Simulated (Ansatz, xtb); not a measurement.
A geometry optimisation of GeNP with r2SCAN-D4/def2-SVP

The starting geometry of this gas-phase singlet has its atoms placed at random.

```
atom    x (Å)    y (Å)    z (Å)
  Ge  -0.7088  -1.0688   0.9104
   N  -0.0804   0.2472  -0.4363
   P   0.9623   1.3286   0.3958
```

Problem. Guess where an optimisation with r2SCAN-D4/def2-SVP ends from this start.

Solution. It ends as a structure given below by its coordinates. Contacts that close: Ge1–P3 (2.97 → 2.29 Å).

The energy falls by 1.69 eV over 6 steps:

```json
{"step": "1", "E − E(last) (eV)": "1.685"}
{"step": "2", "E − E(last) (eV)": "0.512"}
{"step": "3", "E − E(last) (eV)": "0.036"}
{"step": "4", "E − E(last) (eV)": "0.001"}
{"step": "5", "E − E(last) (eV)": "0.000"}
{"step": "6", "E − E(last) (eV)": "0.000"}
```

Final geometry (Å):

```yaml
atoms:
  - { symbol: Ge, position_ang: [-0.5018, -0.8053, 0.9399] }
  - { symbol: N, position_ang: [-0.1090, 0.2710, -0.6075] }
  - { symbol: P, position_ang: [0.7839, 1.0415, 0.5376] }
```

From the same start GFN2-xTB reaches the same bonding as this run.

From so rough a start the end depends on the optimiser's path, so another program may land elsewhere. The end wasn't checked by frequencies. Run with Ansatz 0.2.0, 12 s on 1 thread of Intel(R) Xeon(R) Platinum 8259CL CPU @ 2.50GHz (Skylake/Cascade Lake) (shared host).
